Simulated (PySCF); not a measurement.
F2GeH3N. Atoms are numbered in the order given.

```xyz
7

Ge    -0.0404    -0.2656     0.0000
N      1.6497     0.3293     0.0000
F     -0.7942     0.4136    -1.4004
F     -0.7942     0.4136     1.4004
H     -0.3723    -1.7547     0.0000
H      2.2064     0.2522    -0.8439
H      2.2064     0.2522     0.8439
```

Geometry optimised at ωB97X-D3(BJ)/def2-SVP. A frequency run showed that this geometry is not a minimum. One conformer was computed; it need not be the lowest.

Calculation: PBE0/pcSseg-1 (PySCF).

GIAO shieldings, no solvent; atoms alike by connectivity are averaged. δ = σ(ref) − σ: ⁷³Ge against GeH4 (σ = 1658.3 ppm); ¹⁵N against NH3 (σ = 267.4 ppm); ¹⁹F against CFCl3 (σ = 167.2 ppm); ¹H against TMS (σ = 31.56 ppm), references at their B3LYP-D3(BJ)/def2-TZVP geometries, non-relativistic.

```csv
nucleus,atoms,count,δ (ppm)
⁷³Ge,Ge1,1,335.5
¹⁵N,N2,1,26.1
¹⁹F,"F3, F4",2,-164.6
¹H,H5,1,6.30
¹H,"H6, H7",2,1.31
```
